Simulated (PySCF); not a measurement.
## MN cations for M along the alkali metals

CCSD(T) with double-zeta basis sets in PySCF, for the lowest determinant that a PBE0 search found; no spin–orbit coupling. De refers to high-spin ground-configuration atoms (the charge goes to the atom of lower measured ionisation energy or higher electron affinity, which is not always the lowest computed limit).

```json
{"M": "Li", "basis": "def2-SVP", "reference, frozen orbitals": "UHF, 1", "charged atom": "Li+", "state (unpaired electrons)": "quartet (σ ↑, π ↑↑)", "Re (Å)": "2.281", "ωe (cm⁻¹)": "246", "De (eV)": "0.22"}
{"M": "Na", "basis": "def2-SVP", "reference, frozen orbitals": "UHF, 2", "charged atom": "Na+", "state (unpaired electrons)": "quartet (σ ↑, π ↑↑)", "Re (Å)": "2.721", "ωe (cm⁻¹)": "136", "De (eV)": "0.15"}
{"M": "K", "basis": "6-31G(d,p)", "reference, frozen orbitals": "UHF, 6", "charged atom": "K+", "state (unpaired electrons)": "quartet (σ ↑, π ↑↑)", "Re (Å)": "3.199", "ωe (cm⁻¹)": "85.5", "De (eV)": "0.10"}
{"M": "Cs", "basis": "def2-SVPD", "reference, frozen orbitals": "UHF, 1", "charged atom": "Cs+", "state (unpaired electrons)": "quartet (σ ↑, π ↑↑)", "Re (Å)": "3.484", "ωe (cm⁻¹)": "85.6", "De (eV)": "0.10"}
```

The shortest bond is that of LiN⁺ (2.281 Å), the longest that of CsN⁺ (3.484 Å).

The rows differ in basis set, which adds steps of its own.

Down a group the atoms grow and get heavier, so bonds lengthen and wavenumbers fall; this series shows no clear exception.

Correlated steps freeze the inner cores (1 to 6 orbitals); shallow outer-core shells are correlated. Weak bonds: CsN⁺, KN⁺, LiN⁺, NaN⁺. Basis-set superposition, not corrected here, can be much of De in a small basis, most of all at correlated wavefunction levels. Spin–orbit coupling is left out, which matters for elements this heavy, above all for dissociation energies. For an ion De counts to the pair picked by the measured ionisation energies or electron affinities, which need not be the lowest pair at this level. States were picked by a PBE0 search and need not be the measured ground states.
